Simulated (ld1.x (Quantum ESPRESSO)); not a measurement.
Reading a pseudo-wave (C)

Columns: radius, all-electron u(r) and pseudo u(r) of the 2s shell (level -13.74 eV) of carbon in the configuration [He] 2s2 2p2; PBE, non-relativistic, TM scheme, ld1.x (Quantum ESPRESSO) 7.5.

```csv
r (bohr),all-electron,pseudo
0.168,0.3404,-0.0952
0.335,0.0847,-0.2082
0.503,-0.2468,-0.3555
0.670,-0.5109,-0.5296
0.838,-0.6882,-0.6883
1.005,-0.7846,-0.7846
1.172,-0.8194,-0.8194
1.340,-0.8106,-0.8106
1.508,-0.7735,-0.7735
1.675,-0.7202,-0.7202
1.842,-0.6585,-0.6585
2.010,-0.5936,-0.5936
2.178,-0.5296,-0.5296
2.345,-0.4690,-0.4690
2.512,-0.4127,-0.4127
2.680,-0.3610,-0.3610
2.848,-0.3145,-0.3145
3.015,-0.2733,-0.2733
3.182,-0.2368,-0.2368
3.350,-0.2046,-0.2046
3.518,-0.1764,-0.1764
3.685,-0.1520,-0.1520
3.852,-0.1307,-0.1307
4.020,-0.1122,-0.1122
4.188,-0.0962,-0.0962
4.355,-0.0825,-0.0825
```

Problem. How many radial nodes do the two functions have?

Solution. The all-electron 2s function has n − l − 1 = 1; the pseudo-wave has 0, since the states of the same l below it are removed with the core.

Problem. At about which radius was the pseudo-wave matched?

Solution. 1.10 bohr. The columns agree to 0.0005 from 0.84 bohr on; several derivatives are matched, so the curves merge somewhat inside the radius.

Problem. Where does each function peak?

Solution. Outermost all-electron maximum near 1.17 bohr, pseudo maximum near 1.17 bohr (to the table’s step).

Problem. Is the pseudo-wave norm-conserving?

Solution. Yes: the TM scheme keeps the norm inside the radius equal to the all-electron one, which fixes the energy derivative of the logarithmic derivative at the level.
